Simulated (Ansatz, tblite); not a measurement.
Forces on Zr₃O₄⁺ at its PBE0-D4/def2-SVP geometry. Total charge 1; doublet.

In the def2 sets Zr takes a core potential; there is no spin–orbit coupling. The xTB rows come from tblite. At PBE-D4/def2-TZVP the charge 1 doublet is spin-contaminated (final ⟨S²⟩ up to 0.86, 0.75 for a pure state). At PBE-D4/def2-TZVP the gap within one spin of the charge 1 doublet nearly closes, so an electron or hole may be smeared out by delocalisation error. No other spin state of charge 1 was run. The geometry of the doublet was relaxed on an unsound state (⟨S²⟩ 1.21, where a pure state has 0.75). Another isomer (doublet) lies 0.71 eV lower at PBE0-D4/def2-TZVP; other spin states weren't run for this one.

GFN1-xTB (tblite), largest force 2.07 eV/Å:

```xyz
7
positions Å, forces eV/Å
Zr   -0.560    1.598    0.169   -0.089    1.196    0.162
Zr   -1.038   -1.241    0.199   -1.301   -1.582    0.287
Zr    1.610   -0.315   -0.462    1.160    0.056   -0.201
O    -1.895    0.368    0.926    0.537   -0.013   -0.165
O     1.403    1.514    0.225   -0.233   -0.253   -0.029
O     0.776   -1.987    0.155   -0.097    0.551    0.016
O    -0.296    0.062   -1.212    0.023    0.045   -0.069
```

GFN2-xTB (tblite), largest force 4.75 eV/Å:

```
Zr -0.944 4.536 1.064
Zr -2.818 -3.616 1.248
Zr 4.669 -0.449 -0.588
O -0.272 -0.089 -0.063
O 0.018 0.035 -0.058
O -0.082 -0.244 -0.110
O -0.572 -0.173 -1.492
```

PBE-D4/def2-TZVP (Ansatz), largest force 0.66 eV/Å:

```
Zr 0.072 -0.135 0.082
Zr 0.239 0.292 -0.032
Zr -0.122 0.023 0.130
O -0.489 0.026 0.279
O 0.358 0.378 0.072
O 0.157 -0.532 0.094
O -0.214 -0.052 -0.625
```
